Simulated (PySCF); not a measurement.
## EPR parameters of C6H11O

Compound: C6H11O (doublet state).
Z-matrix (Å and degrees, GFN2-xTB geometry), rows numbered from 1:
```
C 
C   1  1.2947
C   2  1.4588  1  141.80
C   3  1.5444  2  111.00  1  -110.51
O   4  1.4081  3  110.72  2    65.73
C   4  1.5346  3  110.68  2   -58.80
C   6  1.5230  4  111.52  3  -174.56
H   1  1.0808  2  122.25  3   177.88
H   1  1.0940  2  123.81  3    -3.69
H   3  1.0931  2  109.99  1   128.48
H   3  1.1015  2  110.45  1     9.45
H   4  1.0957  3  109.19  2  -179.46
H   5  0.9656  4  107.75  3   -58.52
H   6  1.0913  4  109.04  3   -52.87
H   6  1.0940  4  108.32  3    64.24
H   7  1.0873  6  110.01  4   -54.01
H   7  1.0878  6  110.34  4    65.40
H   7  1.0872  6  110.71  4  -174.33
```

The hyperfine couplings belong to this conformer and change with its torsions.

The species is `O[C@@H](C[C]=C)CC` [radical].

The calculation used UKS B3LYP, pcH-1 on C H O, non-relativistic, mean-field spin-orbit, GIAO (PySCF). Isolated species at its GFN2-xTB geometry (one conformer only). The geometry wasn't refined by DFT: couplings that depend on bond lengths, twists or pyramidal angles can differ widely from those at the functional's own minimum. Stability of the SCF solution: not tested.

* g1, g2, g3: 2.00153, 2.00218, 2.00293
* g_iso: 2.00221
* Form of g: rhombic: the two nearest values differ by 47 % of g3 − g1
* ⟨S²⟩: 0.7581 (exact 0.7500)

Isotropic coupling and dipolar principal values T1 to T3, in G (MHz turned into gauss with g_iso; 10 G = 1 mT):

```
atom  isotope  a_iso     T1     T2    T3  Mulliken spin population
  C1      13C   -0.5   -6.1    0.5   5.6                     -0.16
  C2      13C   96.3  -29.1  -22.2  51.3                      0.97
  C3      13C    4.9   -1.9   -1.6   3.6                     -0.04
  C4      13C    2.6   -0.5   -0.3   0.9                      0.00
  O5      17O    0.1   -0.2    0.0   0.1                      0.00
  C6      13C    0.7   -0.7   -0.2   0.9                      0.01
  C7      13C    0.1   -0.1   -0.1   0.2                      0.00
  H8       1H   40.2   -2.3   -1.9   4.1                      0.04
  H9       1H   62.9   -1.6   -0.7   2.3                      0.10
 H10       1H   11.6   -2.4   -1.9   4.4                      0.01
 H11       1H   47.3   -2.1   -0.5   2.6                      0.07
 H12       1H   -0.5   -0.8   -0.5   1.3                      0.00
 H13       1H    0.0   -1.3   -1.1   2.4                      0.00
 H14       1H   -0.2   -0.9   -0.8   1.7                      0.00
 H15       1H    2.6   -2.2   -1.2   3.4                      0.00
 H16       1H    0.0   -0.3   -0.3   0.6                      0.00
 H17       1H    0.8   -0.3   -0.2   0.5                      0.00
 H18       1H    0.2   -0.3   -0.3   0.5                      0.00
```

Largest spin populations (Mulliken): C2 (+0.97), C1 (-0.16), H9 (+0.10) and H11 (+0.07). No atom but C2 exceeds +0.15. The positive populations add up to 1.21 and the negative ones to -0.21, together 2S = 1.

Axes: g2 points within 12° of the C1–H9 bond.

Under fast tumbling the dipolar parts average out, and these isotropic splittings remain (the largest six): 1 × 1H (H9, I = 1/2, 2 lines) with 6.29 mT, 1 × 1H (H11, I = 1/2, 2 lines) with 4.73 mT, 1 × 1H (H8, I = 1/2, 2 lines) with 4.02 mT, 1 × 1H (H10, I = 1/2, 2 lines) with 1.16 mT, 1 × 1H (H15, I = 1/2, 2 lines) with 0.26 mT and 1 × 1H (H12, I = 1/2, 2 lines) with 0.05 mT.

Means are taken over nuclei equivalent by connectivity, which assumes that they swap fast.

The 13C coupling of C2 (269.9 MHz) shows only in satellite lines or after enrichment, since that isotope makes up about 1.07 % of natural carbon.
